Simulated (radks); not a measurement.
Neutral gadolinium inside a hard spherical wall (all orbitals vanish at R), configuration held at [Xe] 4f7 5d1 6s2 and not refilled when levels cross. Calculated with a radial shooting solver on a logarithmic mesh with Libxc functionals: scalar-relativistic Kohn-Sham, PBEsol, spin-polarised, spherical densities, point nucleus; open shells are filled with parallel spins first (spin-orbit coupling, left out, can overturn this in heavy ions). Eigenvalues in eV for spin up, with the zero of energy where the potential of the charges vanishes at infinity; a dash marks a level that is unbound or too diffuse for the functional's potential to be trusted. A positive occupied level is held by the wall or, in an anion where self-interaction has pushed it up, behind a barrier. The pressure on the wall is -dE/dV.

| R (bohr) | E (hartree) | kinetic (hartree) | e(5p) | e(4f) | e(6s) | e(5d) | e(6p, empty) | e(7s, empty) | pressure (GPa) |
|---|---|---|---|---|---|---|---|---|---|
| free | -11267.6331 | 12099.298 | -28.189 | -10.470 | -4.377 | -2.987 | -1.420 | - | 0 |
| 20 | -11267.6331 | 12099.298 | -28.189 | -10.470 | -4.377 | -2.987 | -1.419 | - | < 0.0001 |
| 15 | -11267.6331 | 12099.299 | -28.187 | -10.468 | -4.375 | -2.985 | -1.411 | 0.334 | 0.000140 |
| 12 | -11267.6328 | 12099.302 | -28.162 | -10.442 | -4.356 | -2.963 | -1.350 | 1.053 | 0.00480 |
| 10 | -11267.6309 | 12099.318 | -28.047 | -10.326 | -4.269 | -2.863 | -1.150 | 2.367 | 0.0512 |
| 8 | -11267.6173 | 12099.408 | -27.552 | -9.819 | -3.849 | -2.431 | -0.371 | 5.805 | 0.566 |
| 6 | -11267.5209 | 12099.866 | -25.812 | -7.992 | -1.859 | -0.800 | 2.849 | 16.492 | 7.23 |
| 3.5 | -11265.8269 | 12106.297 | -16.307 | 3.025 | 20.703 | 11.230 | 33.551 | 92.450 | 470 |
| 2.5 | -11258.9308 | 12130.885 | 5.413 | 26.440 | 86.507 | 41.014 | 110.78 | 251.13 | 5920 |
| 2 | -11244.2858 | 12178.129 | 42.813 | 58.313 | 194.90 | 89.919 | 229.78 | 475.78 | 29400 |
| 1.5 | -11190.3777 | 12338.778 | 166.13 | 135.53 | 504.85 | 237.10 | 556.49 | 1055.1 | 216000 |
